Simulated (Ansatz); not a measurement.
`[CH3][GaH][B]1CC1` and `[SiH3]BB1CC1` differ in one atom or group.

Ansatz, PBE0-D4/def2-TZVP geometries, multiplicity 1. Each molecule was computed in one conformer, which needn't be the lowest.

Scalar relativity is left out up to krypton.

| property | `[CH3][GaH][B]1CC1` |
| --- | --- |
| HOMO energy (PBE0/def2-TZVPP) / eV | -7.11 |
| HOMO–LUMO gap (ωB97M-V/def2-TZVPP) / eV | 9.75 |
| HOMO energy (ωB97M-V/def2-TZVPP) / eV | -9.25 |
| HOMO–LUMO gap (PBE0/def2-TZVPP) / eV | 5.65 |
| LUMO energy (PBE0/def2-TZVPP) / eV | -1.46 |
| HOMO energy (PBE/def2-TZVPP) / eV | -5.96 |

Give the same properties after the change, and the shifts. (Estimate.)

The calculation gave: 
```tsv
property	`[SiH3]BB1CC1`	shift
HOMO energy (PBE0/def2-TZVPP) / eV	-7.40	-0.29
HOMO–LUMO gap (ωB97M-V/def2-TZVPP) / eV	9.45	-0.30
HOMO energy (ωB97M-V/def2-TZVPP) / eV	-9.55	-0.30
HOMO–LUMO gap (PBE0/def2-TZVPP) / eV	5.42	-0.23
LUMO energy (PBE0/def2-TZVPP) / eV	-1.98	-0.52
HOMO energy (PBE/def2-TZVPP) / eV	-6.33	-0.37
```

With PBE0 the HOMO falls by 0.29 eV and the LUMO falls by 0.52 eV, so the gap narrows by about 0.23 eV. PBE moves the HOMO by -0.37 eV and ωB97M-V by -0.30 eV.
